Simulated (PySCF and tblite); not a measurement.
C₄H₄F₃N, numbered as in [N:1]#[C:2][CH2:3][CH2:4][C:5]([F:6])([F:7])[F:8].

Geometries PBE0-D3(BJ)/def2-SVP; weights from PBE0-D3(BJ)/def2-TZVP energies and GFN2-xTB thermal corrections, with symmetry numbers and mirror pairs. Conformers within 4 kcal/mol (GFN2-xTB free energy) were kept, 7 at most. GIAO shieldings: PBE0/pcSseg-1. Shifts are against TMS (¹H), TMS (¹³C), CFCl3 (¹⁹F), NH3 (¹⁵N) at the same level. Programs: PySCF with density fitting and tblite.

Question: Predict the averaged NMR shifts at 298.15 K.

Answer: ¹H: 2.31 (H3, 2H), 2.09 (H4, 2H) ppm. ¹³C: 130.2 (C5), 122.0 (C2), 33.5 (C4), 12.0 (C3) ppm. ¹⁹F: -83.9 (F6/F7/F8) ppm. ¹⁵N: 308.8 (N1) ppm.

Question: How do the conformers differ?

Answer: Torsions listed: C2–C3–C4–C5. Of a mirror pair one member is shown.
```json
{"conformer": "1", "shape": "-178°", "weight %": "85.6"}
{"conformer": "2", "shape": "74°", "weight %": "14.4"}
```

```json
{"signal": "H3", "1": "2.31", "2": "2.30", "average": "2.31"}
{"signal": "H4", "1": "2.11", "2": "1.97", "average": "2.09"}
{"signal": "C2", "1": "122.0", "2": "122.0", "average": "122.0"}
{"signal": "C3", "1": "12.0", "2": "11.8", "average": "12.0"}
{"signal": "C4", "1": "33.6", "2": "32.9", "average": "33.5"}
{"signal": "C5", "1": "130.2", "2": "130.3", "average": "130.2"}
{"signal": "F6/F7/F8", "1": "-84.2", "2": "-82.0", "average": "-83.9"}
{"signal": "N1", "1": "308.7", "2": "309.6", "average": "308.8"}
```

Unscaled ¹⁹F and ¹⁵N shifts at such levels can be off by tens of ppm; differences between conformers or isomers are more reliable. Shifts are unscaled: against experiment ¹³C can be off by 15 ppm or more and ¹H by 0.8 ppm.


¹⁵N shifts are against a computed isolated NH3 molecule, about 20 ppm from the liquid.